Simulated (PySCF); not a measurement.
**Pt²⁺ (platinum, charge +2): UHF calculation**

Configuration: [Xe] 4f14 5d7 6s1, high-spin 5F determinant (an excited configuration). All numbers are calculated (PySCF 2.14, a scalar-relativistic core potential, in def2-QZVPPD with the def2 core potential (60 electrons)).

```
Total energy             : -117.407596 hartree
One-electron energy      : -193.4945 hartree
Hartree (Coulomb) energy : 86.3073 hartree
Exchange energy          : -10.2204 hartree
⟨S²⟩                     : 6.0042
⟨L²⟩                     : 12.048
Sum of ⟨r⟩               : 21.90 bohr
Sum of ⟨r²⟩              : 35.97 bohr²
```

| shell | electrons | mean orbital energy (hartree) | spread (hartree) | rms radius, mean of both spins (bohr) |
| --- | --- | --- | --- | --- |
| 5s α | 1 | -5.44218 | 0 | 1.03 |
| 5s β | 1 | -5.25049 | 0 | 1.03 |
| 5p α | 3 | -3.54316 | 0 | 1.19 |
| 5p β | 3 | -3.29177 | 0 | 1.19 |
| 5d α | 5 | -1.33665 | 0.04455 | 1.62 |
| 5d β | 2 | -1.22535 | 0 | 1.62 |
| 6s α | 1 | -0.98929 | 0 | 2.63 |

Energies and moments cover only the electrons outside the core potential. Spin-orbit coupling, absent here, splits the open shell strongly.
